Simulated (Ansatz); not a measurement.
Species: C$_{3}$H$_{9}$BrGeO$_{3}$, net charge 0, singlet state. SMILES: C[O][Ge]([Br])([O]C)[O]C
Coordinates optimised at B3LYP-D3(BJ)/def2-TZVP (Ansatz, an electronic-structure program):
```xyz
17

C      0.5738    -2.5795     0.7073
O      0.3892    -1.2787     1.2606
Ge     0.2780     0.1417     0.2151
Br    -1.3101    -0.2022    -1.4219
O     -0.1081     1.4966     1.2637
C     -1.2552     1.4465     2.1123
O      1.7868     0.4912    -0.6179
C      2.9296     0.8671     0.1567
H      1.4990    -2.6420     0.1278
H     -0.2650    -2.8631     0.0663
H      0.6321    -3.2778     1.5420
H     -2.1775     1.3853     1.5279
H     -1.2073     0.5969     2.7973
H     -1.2656     2.3710     2.6889
H      3.7585     0.9858    -0.5405
H      2.7614     1.8121     0.6778
H      3.1902     0.0973     0.8885
```

Wanted: vertical triplet-singlet gap (E(triplet) - E(singlet); each state is the SCF solution reached for its spin), in eV. Valence correlation only, unless marked. Open shells are spin-unrestricted. Spin-orbit coupling is left out. Frozen are the shells of the preceding noble gas and the d and f shells that filled before the atom's block. Non-relativistic. 

```json
[
 {"level": "HF/aug-cc-pVTZ", "program": "Ansatz", "vertical triplet-singlet gap (eV)": "6.32"},
 {"level": "PBE/def2-TZVPD", "program": "Ansatz", "vertical triplet-singlet gap (eV)": "4.94"},
 {"level": "r2SCAN/def2-TZVPD", "program": "Ansatz", "vertical triplet-singlet gap (eV)": "5.38"},
 {"level": "B3LYP/def2-TZVPD", "program": "Ansatz", "vertical triplet-singlet gap (eV)": "5.62"},
 {"level": "PBE0/def2-TZVPD", "program": "Ansatz", "vertical triplet-singlet gap (eV)": "5.83"},
 {"level": "BHLYP/def2-TZVPD", "program": "Ansatz", "vertical triplet-singlet gap (eV)": "6.25"},
 {"level": "wB97M-V/def2-TZVPD", "program": "Ansatz", "vertical triplet-singlet gap (eV)": "6.23"},
 {"level": "wB97X-V/def2-TZVPD", "program": "Ansatz", "vertical triplet-singlet gap (eV)": "6.37"},
 {"level": "B2PLYP/def2-TZVPD", "program": "Ansatz", "vertical triplet-singlet gap (eV)": "6.24"},
 {"level": "MP2/aug-cc-pVDZ", "program": "Ansatz", "vertical triplet-singlet gap (eV)": "6.59"},
 {"level": "RI-MP2/aug-cc-pVTZ", "program": "Ansatz", "vertical triplet-singlet gap (eV)": "6.63"},
 {"level": "SCS-MP2/aug-cc-pVDZ", "program": "Ansatz", "vertical triplet-singlet gap (eV)": "6.63"},
 {"level": "CCSD/aug-cc-pVDZ", "program": "Ansatz", "vertical triplet-singlet gap (eV)": "6.44"},
 {"level": "CCSD(T)/aug-cc-pVDZ", "program": "Ansatz", "vertical triplet-singlet gap (eV)": "6.41"}
]
```
